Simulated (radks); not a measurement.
Values are calculated unless marked as measured or tabulated.
Excited configurations of neutral ytterbium: one electron is placed in a higher orbital outside [Xe] 4f14 6s1. The ground configuration is [Xe] 4f14 6s2. Level of theory: scalar-relativistic Kohn-Sham, r2SCAN, spin-polarised, spherical densities, finite nucleus; open shells are filled with parallel spins first (spin-orbit coupling, left out, can overturn this in heavy ions); meta-GGA in the generalised Kohn-Sham scheme; Fermi nuclear charge, rms radius 5.3108 fm (a radial shooting solver on a logarithmic mesh with Libxc functionals). Excitation = E - E(ground); binding = E(ion) - E, where the ion is the core of charge +1; n* = 1/sqrt(2 binding) in atomic units, and the quantum defect is n - n*.

outer orbital,excitation (eV),binding (eV),quantum defect,<r> (bohr)
5d,2.742,3.367,2.990,4.052
6p,2.186,3.922,4.137,5.195
6f,5.505,0.603,1.252,30.22
7p,4.483,1.626,4.107,12.57
7f,5.678,0.431,1.379,45.64

The Delta-SCF ionisation energy is 6.108 eV (NIST Atomic Spectra Database: 6.254 eV, measured). Self-interaction in the functional shifts the binding energies and quantum defects, so they are the method's values and not measured ones.
